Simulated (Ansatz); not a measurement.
The cluster CdO2⁻, 3 atoms. Hardware: 4 threads of Arm Neoverse V2 on a shared host.

In the def2 sets Cd takes a core potential; there is no spin–orbit coupling. Correlated methods freeze 2 core orbitals; core or outer-core shells of Cd are correlated, in sets that lack core-valence functions.

Q: How many basis functions does each of these Ansatz runs have, and roughly what does it cost? LC-ωPBE/def2-TZVPD, charge -1 quartet, energy, from earlier orbitals; CCSD(T)/def2-TZVPPD, charge -1 quartet, energy, from earlier orbitals; r2SCAN-D4/def2-TZVPD, charge 0 triplet at the geometry of the charge -1 doublet, energy, from earlier orbitals; CCSD(T)/def2-TZVPPD, charge 0 singlet at the geometry of the charge -1 doublet, energy, from earlier orbitals; PBE0-D4/def2-TZVPD, charge 0 triplet at the geometry of the charge -1 doublet, energy; r2SCAN0-D4/def2-TZVPD, charge -1 quartet, energy, from earlier orbitals; MP2/def2-TZVPD, charge -1 doublet, energy, from earlier orbitals; B3LYP-D4/def2-TZVPD, charge -1 quartet, relaxation, 10 steps; PBE-D4/def2-SVPD, charge -1 doublet, energy, from earlier orbitals; r2SCAN0-D4/def2-TZVPD, charge -1 doublet, energy, from earlier orbitals; MP2/def2-TZVPD, charge -1 quartet, energy, from earlier orbitals; HF/def2-TZVPD, charge -1 doublet, energy and forces, from earlier orbitals.

A: Other jobs shared the machine, so times can vary by a factor of up to 3. A dash marks memory too small to be measured apart from the calling script's.

| run | functions | fitting or Cholesky vectors | wall time | peak host memory (GiB) |
| --- | --- | --- | --- | --- |
| PBE-D4/def2-SVPD, charge -1 doublet, energy, from earlier orbitals | 80 | 682 | 0.7 s | – |
| MP2/def2-TZVPD, charge -1 doublet, energy, from earlier orbitals | 120 | 879 | 0.85 s | – |
| HF/def2-TZVPD, charge -1 doublet, energy and forces, from earlier orbitals | 120 | 926 | 1 s | – |
| MP2/def2-TZVPD, charge -1 quartet, energy, from earlier orbitals | 120 | 915 | 1.6 s | – |
| r2SCAN-D4/def2-TZVPD, charge 0 triplet at the geometry of the charge -1 doublet, energy, from earlier orbitals | 120 | 737 | 2.3 s | – |
| PBE0-D4/def2-TZVPD, charge 0 triplet at the geometry of the charge -1 doublet, energy | 120 | 788 | 2.4 s | – |
| LC-ωPBE/def2-TZVPD, charge -1 quartet, energy, from earlier orbitals | 120 | 737 | 2.4 s | – |
| r2SCAN0-D4/def2-TZVPD, charge -1 doublet, energy, from earlier orbitals | 120 | 788 | 4.4 s | – |
| r2SCAN0-D4/def2-TZVPD, charge -1 quartet, energy, from earlier orbitals | 120 | 788 | 5.5 s | – |
| B3LYP-D4/def2-TZVPD, charge -1 quartet, relaxation, 10 steps | 120 | 766 | 12 s | – |
| CCSD(T)/def2-TZVPPD, charge -1 quartet, energy, from earlier orbitals | 136 | 932 | 25 s | 1.6 |
| CCSD(T)/def2-TZVPPD, charge 0 singlet at the geometry of the charge -1 doublet, energy, from earlier orbitals | 136 | 896 | 43 s | 1 |
